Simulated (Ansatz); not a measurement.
Steps of a relaxation of CH₉AlSiSn, SMILES `C[SiH2][AlH][SnH3]` with RKS PBE0-D4/def2-TZVP.

```sh
$ ansatz run in.yaml --threads 4 --pin off --events-out ev --progress --plain --max-ram 10444MiB
```

```yaml
crystal:
  periodic: [false, false, false]
  atoms:
    - {symbol: C, position_ang: [-1.248068, 1.671918, -0.508870]}
    - {symbol: Si, position_ang: [-0.056540, 1.546457, 0.970036]}
    - {symbol: Al, position_ang: [1.324754, -0.495783, 0.920786]}
    - {symbol: Sn, position_ang: [0.638487, -2.492811, -0.723844]}
    - {symbol: H, position_ang: [-1.914978, 0.786136, -0.551327]}
    - {symbol: H, position_ang: [-1.879625, 2.580314, -0.432807]}
    - {symbol: H, position_ang: [-0.685740, 1.718775, -1.464272]}
    - {symbol: H, position_ang: [-0.855766, 1.532791, 2.258924]}
    - {symbol: H, position_ang: [0.814012, 2.783427, 1.035657]}
    - {symbol: H, position_ang: [2.598595, -0.678904, 1.885129]}
    - {symbol: H, position_ang: [-0.096231, -1.926798, -2.191690]}
    - {symbol: H, position_ang: [-0.554160, -3.518968, 0.014536]}
    - {symbol: H, position_ang: [1.935660, -3.541452, -1.197459]}
basis:
  gaussian: {orbitals: def2-TZVP}
hamiltonian: {xc: pbe0, dispersion: d4}
relax: {f_tol: 0.005, max_steps: 150}
```

Positions (Å) and forces (eV/Å) along the path, 11 of 25 steps:

```xyz
13
step=1 energy=-21482.5936 eV
C    -1.248    1.672   -0.509   -0.114    0.011   -0.157
Si   -0.057    1.546    0.970   -0.170    0.218    0.022
Al    1.325   -0.496    0.921    0.103   -0.010    0.074
Sn    0.638   -2.493   -0.724   -0.088   -0.204   -0.142
H    -1.915    0.786   -0.551    0.333    0.448    0.021
H    -1.880    2.580   -0.433    0.308   -0.451   -0.042
H    -0.686    1.719   -1.464   -0.287   -0.023    0.481
H    -0.856    1.533    2.259    0.169    0.005   -0.293
H     0.814    2.783    1.036   -0.196   -0.272   -0.030
H     2.599   -0.679    1.885   -0.170    0.018   -0.129
H    -0.096   -1.927   -2.192    0.127   -0.085    0.236
H    -0.554   -3.519    0.015    0.193    0.168   -0.115
H     1.936   -3.541   -1.197   -0.209    0.179    0.074
13
step=2 energy=-21482.6245 eV
C    -1.242    1.667   -0.503   -0.009   -0.005   -0.016
Si   -0.058    1.535    0.964   -0.109    0.100   -0.053
Al    1.312   -0.502    0.904    0.061    0.049    0.094
Sn    0.636   -2.486   -0.715    0.029    0.077    0.041
H    -1.907    0.795   -0.545    0.091    0.123    0.003
H    -1.863    2.568   -0.428    0.086   -0.125   -0.009
H    -0.688    1.711   -1.449   -0.080   -0.007    0.133
H    -0.852    1.525    2.237    0.048   -0.003   -0.065
H     0.804    2.760    1.022   -0.038   -0.069   -0.001
H     2.573   -0.690    1.859   -0.015    0.011   -0.010
H    -0.073   -1.924   -2.156   -0.087    0.064   -0.158
H    -0.532   -3.489    0.010   -0.124   -0.105    0.077
H     1.911   -3.506   -1.185    0.147   -0.109   -0.037
13
step=3 energy=-21482.6311 eV
C    -1.242    1.666   -0.501    0.034   -0.016    0.031
Si   -0.059    1.537    0.961   -0.037    0.018   -0.028
Al    1.318   -0.498    0.917   -0.015   -0.011   -0.028
Sn    0.632   -2.487   -0.725    0.024    0.044    0.051
H    -1.904    0.798   -0.541    0.002    0.003    0.001
H    -1.859    2.564   -0.427    0.003   -0.001    0.005
H    -0.691    1.707   -1.444   -0.002    0.000    0.003
H    -0.849    1.527    2.232    0.004    0.005   -0.001
H     0.802    2.757    1.018   -0.001   -0.002    0.000
H     2.578   -0.679    1.872   -0.004   -0.005   -0.001
H    -0.087   -1.921   -2.173   -0.002    0.004   -0.019
H    -0.542   -3.496    0.008   -0.019   -0.021    0.006
H     1.924   -3.510   -1.183    0.013   -0.019   -0.018
13
step=5 energy=-21482.6317 eV
C    -1.246    1.668   -0.495   -0.013    0.002   -0.007
Si   -0.059    1.544    0.959    0.009    0.000    0.006
Al    1.307   -0.499    0.916    0.001    0.002    0.000
Sn    0.638   -2.488   -0.726    0.001   -0.006   -0.001
H    -1.912    0.803   -0.526   -0.001    0.003   -0.001
H    -1.860    2.569   -0.424    0.004   -0.005    0.003
H    -0.701    1.702   -1.441    0.002   -0.002    0.001
H    -0.839    1.547    2.236    0.000    0.004    0.000
H     0.813    2.756    1.003    0.000    0.001   -0.001
H     2.559   -0.689    1.880   -0.006   -0.001   -0.003
H    -0.074   -1.931   -2.183    0.001    0.005    0.003
H    -0.538   -3.507   -0.003   -0.001    0.000    0.000
H     1.933   -3.510   -1.183    0.002   -0.001    0.000
13
step=6 energy=-21482.6318 eV
C    -1.249    1.666   -0.493    0.001   -0.002   -0.001
Si   -0.057    1.545    0.958   -0.003    0.001    0.001
Al    1.303   -0.502    0.920    0.002   -0.002    0.002
Sn    0.640   -2.489   -0.727   -0.001   -0.001   -0.002
H    -1.919    0.803   -0.517    0.000    0.000    0.001
H    -1.859    2.569   -0.424    0.000    0.001    0.000
H    -0.707    1.692   -1.441   -0.001    0.000    0.000
H    -0.832    1.561    2.237    0.002    0.001    0.001
H     0.820    2.755    0.991    0.001   -0.001   -0.002
H     2.550   -0.696    1.890   -0.002    0.001    0.001
H    -0.069   -1.922   -2.182    0.000    0.000    0.000
H    -0.537   -3.511   -0.011    0.001    0.000   -0.001
H     1.938   -3.507   -1.187    0.000    0.001    0.000
13
step=9 energy=-21482.6326 eV
C    -1.278    1.648   -0.470   -0.005   -0.020   -0.025
Si   -0.040    1.558    0.945   -0.003    0.026    0.023
Al    1.268   -0.524    0.956    0.004    0.004    0.009
Sn    0.658   -2.480   -0.749    0.002    0.000   -0.002
H    -1.981    0.811   -0.428    0.027    0.030    0.003
H    -1.851    2.577   -0.428    0.006   -0.011   -0.007
H    -0.766    1.604   -1.436   -0.023    0.004    0.037
H    -0.766    1.673    2.250    0.020   -0.003   -0.033
H     0.881    2.736    0.880   -0.022   -0.029    0.001
H     2.462   -0.748    1.986   -0.009   -0.002   -0.007
H    -0.024   -1.886   -2.206    0.002   -0.002    0.002
H    -0.522   -3.534   -0.085    0.002    0.003   -0.001
H     1.979   -3.470   -1.201   -0.003    0.001    0.000
13
step=14 energy=-21482.6331 eV
C    -1.296    1.636   -0.452   -0.015   -0.003   -0.020
Si   -0.029    1.567    0.937    0.000    0.003    0.003
Al    1.243   -0.536    0.977    0.008    0.004    0.009
Sn    0.673   -2.470   -0.765   -0.002   -0.002    0.002
H    -2.023    0.825   -0.355    0.015    0.021   -0.003
H    -1.839    2.584   -0.441    0.006   -0.017    0.001
H    -0.812    1.532   -1.427   -0.009    0.001    0.023
H    -0.720    1.743    2.252    0.004    0.000   -0.006
H     0.917    2.718    0.810   -0.004   -0.006   -0.001
H     2.398   -0.783    2.045   -0.005   -0.003   -0.006
H     0.011   -1.864   -2.225    0.001    0.000    0.000
H    -0.510   -3.539   -0.132    0.001    0.002   -0.002
H     2.007   -3.448   -1.208    0.000    0.000    0.000
13
step=18 energy=-21482.6335 eV
C    -1.325    1.620   -0.427    0.003   -0.017    0.000
Si   -0.014    1.576    0.923   -0.004    0.015    0.004
Al    1.212   -0.553    1.008    0.004   -0.005    0.004
Sn    0.694   -2.458   -0.783   -0.005    0.001   -0.004
H    -2.080    0.848   -0.261    0.015    0.015   -0.003
H    -1.829    2.589   -0.451    0.001   -0.004   -0.004
H    -0.878    1.442   -1.409   -0.010    0.007    0.019
H    -0.653    1.843    2.250    0.010   -0.004   -0.019
H     0.965    2.686    0.704   -0.014   -0.015    0.002
H     2.314   -0.837    2.122   -0.004    0.005   -0.002
H     0.068   -1.825   -2.248    0.001   -0.003    0.001
H    -0.499   -3.546   -0.204    0.003    0.004   -0.001
H     2.045   -3.420   -1.211   -0.001    0.002    0.002
13
step=20 energy=-21482.6334 eV rejected
C    -1.334    1.611   -0.416    0.005    0.017    0.017
Si   -0.007    1.577    0.918    0.002    0.008   -0.013
Al    1.206   -0.557    1.015   -0.021   -0.007    0.017
Sn    0.699   -2.450   -0.791    0.020    0.013    0.002
H    -2.093    0.848   -0.229   -0.017   -0.017    0.004
H    -1.831    2.583   -0.450   -0.001    0.003    0.003
H    -0.900    1.415   -1.398    0.010   -0.007   -0.026
H    -0.622    1.877    2.246   -0.002   -0.003    0.009
H     0.980    2.670    0.663    0.006    0.012   -0.001
H     2.278   -0.850    2.155    0.007   -0.004   -0.009
H     0.093   -1.813   -2.262   -0.002    0.008   -0.008
H    -0.503   -3.535   -0.231   -0.008   -0.012    0.008
H     2.055   -3.409   -1.205    0.002   -0.011   -0.003
13
step=22 energy=-21482.6336 eV
C    -1.335    1.612   -0.416    0.006    0.005    0.010
Si   -0.007    1.579    0.918   -0.003    0.006   -0.001
Al    1.201   -0.559    1.018   -0.001   -0.003    0.003
Sn    0.701   -2.451   -0.790    0.003    0.003    0.000
H    -2.094    0.850   -0.228   -0.003   -0.005    0.002
H    -1.830    2.585   -0.451   -0.001    0.001   -0.001
H    -0.901    1.414   -1.399    0.002   -0.001   -0.007
H    -0.623    1.878    2.246    0.002   -0.001   -0.004
H     0.981    2.672    0.663   -0.002   -0.002    0.001
H     2.280   -0.853    2.151    0.000    0.000   -0.002
H     0.093   -1.811   -2.260    0.000    0.002   -0.002
H    -0.500   -3.540   -0.231   -0.002   -0.002    0.001
H     2.056   -3.412   -1.207    0.001   -0.002    0.000
13
step=25 energy=-21482.6336 eV
C    -1.342    1.607   -0.409    0.003    0.003    0.003
Si   -0.003    1.581    0.913   -0.001    0.004    0.002
Al    1.193   -0.563    1.026    0.002   -0.001    0.001
Sn    0.706   -2.447   -0.795   -0.001    0.000    0.000
H    -2.105    0.853   -0.204   -0.001   -0.001    0.001
H    -1.831    2.583   -0.451    0.000   -0.001    0.000
H    -0.918    1.394   -1.393   -0.001   -0.001   -0.002
H    -0.604    1.903    2.244    0.001   -0.001   -0.004
H     0.991    2.663    0.635   -0.003   -0.003    0.001
H     2.259   -0.865    2.170   -0.001    0.001   -0.002
H     0.112   -1.799   -2.267    0.000    0.000    0.000
H    -0.501   -3.538   -0.251    0.000    0.001    0.000
H     2.064   -3.407   -1.204    0.000    0.000    0.000
```

It took 110 s on 4 threads of an Arm Neoverse V1 on a shared host, with 0.65 GiB of host memory at the peak.
